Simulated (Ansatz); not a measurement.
C2H6ClGa, charge +1, doublet, at a GFN2-xTB geometry (such geometries of metal compounds can be far from the true shape) (a state made from the parent by changing its charge; the spin is typed, not shown lowest); HF/STO-3G (Ansatz, a first-principles code).

Input for Ansatz:
Ansatz 0.2 input:
```yaml
crystal:
  periodic: [false, false, false]
  atoms:
    - {symbol: Ga, position_ang: [-0.11318702, 0.04469571, -0.08248336]}
    - {symbol: C, position_ang: [-1.92172568, -0.98294550, -0.55503717]}
    - {symbol: H, position_ang: [-1.85733445, -1.24248750, -1.61332384]}
    - {symbol: H, position_ang: [-2.74321140, -0.29652337, -0.34397420]}
    - {symbol: H, position_ang: [-1.91352618, -1.85857301, 0.09676954]}
    - {symbol: C, position_ang: [-0.37592146, 1.89024885, -1.11933910]}
    - {symbol: H, position_ang: [-0.66734654, 1.64329702, -2.14141930]}
    - {symbol: H, position_ang: [0.59865420, 2.37779450, -1.05496299]}
    - {symbol: H, position_ang: [-1.15677370, 2.43270961, -0.58316277]}
    - {symbol: Cl, position_ang: [1.47260108, -0.58150613, 1.07313619]}
basis:
  gaussian:
    orbitals: STO-3G
    fitting: {mean_field: cc-pVTZ-JKFIT}
hamiltonian:
  xc: hf
total_charge: 1
magnetization: {spin_polarized: true, initial_magnetization: 1}
```

Q: Write the output that Ansatz gives for this input, abridged.

A: 
```
Functional definition: HF
666 factors; integrals over basis functions are off by at most 1.7e-2 eV
mean field evaluation 1: about -66218.5068 eV, gradient 2.3e1 eV
mean field evaluation 2: about -66222.3729 eV, gradient 7.4e0 eV
mean field evaluation 4: about -66223.9154 eV, gradient 2.7e0 eV
mean field evaluation 8: about -66224.1961 eV, gradient 4.2e-3 eV
mean field evaluation 16: about -66224.1603 eV, gradient 7.6e-2 eV
mean field evaluation 32: about -66224.0862 eV, gradient 2.3e-1 eV
mean field evaluation 64: about -66224.1932 eV, gradient 4.5e-1 eV
mean field evaluation 96: about -66221.0436 eV, gradient 3.1e0 eV
mean field evaluation 128: about -66224.1961 eV, gradient 7.5e-6 eV
mean field -66224.19605852 eV, -2433.6943167782 hartree, gradient 8.2e-6 eV, S^2 0.751173; 3 other end points of the search recorded, 0 dependent functions left out
reference -66224.19605852 eV, -2433.6943167782 hartree; 33, 32 occupied and 10, 11 virtual orbitals, 666 factors
Total energy: -66224.19605852 eV, -2433.6943167782 hartree
```
